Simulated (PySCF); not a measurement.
Polarisability and C₆ of Ne (neon, neutral)

[Ne], closed-shell 1S. All numbers are calculated (PySCF 2.14, scalar relativity by spin-free X2C-1e, in ANO-RCC-VTZP). Coupled (time-dependent) response in atomic units; α is the mean over directions. The basis has no added diffuse functions, which lowers α and C₆.

```json
{"method": "UHF", "mean α (bohr³)": "1.357", "C₆ (like pair)": "3.172", "S(−4)": "0.3198"}
{"method": "PBE", "mean α (bohr³)": "1.436", "C₆ (like pair)": "3.459", "S(−4)": "0.3620"}
{"method": "PBE0", "mean α (bohr³)": "1.414", "C₆ (like pair)": "3.377", "S(−4)": "0.3503"}
{"method": "TPSSh", "mean α (bohr³)": "1.418", "C₆ (like pair)": "3.411", "S(−4)": "0.3504"}
{"method": "wB97M-V", "mean α (bohr³)": "1.419", "C₆ (like pair)": "3.404", "S(−4)": "0.3538"}
```

S(−4) is the Cauchy moment in α(ω) = α(0) + S(−4) ω² + …

Reference α: 2.661 bohr³ (recommended; Schwerdtfeger and Nagle, table of static dipole polarizabilities (2023 update)). Published C₆: 6.200 (Chu and Dalgarno (2004); Tang, Norbeck and Certain (1976)).

α(iu) at TPSSh:

```
u (hartree)  α(iu) (bohr³)
          0          1.418
     0.0500          1.417
      0.100          1.415
      0.200          1.404
      0.300          1.388
      0.500          1.338
      0.750          1.254
       1.00          1.158
       1.50         0.9624
       2.00         0.7889
       3.00         0.5310
       5.00         0.2659
```

A single London oscillator, α(iu) = α/(1 + u²/ω²), gives C₆ = (3/4) ω α². Matching the computed C₆ needs ω = 4 × 3.411 / (3 × 1.418²) = 2.26 hartree.
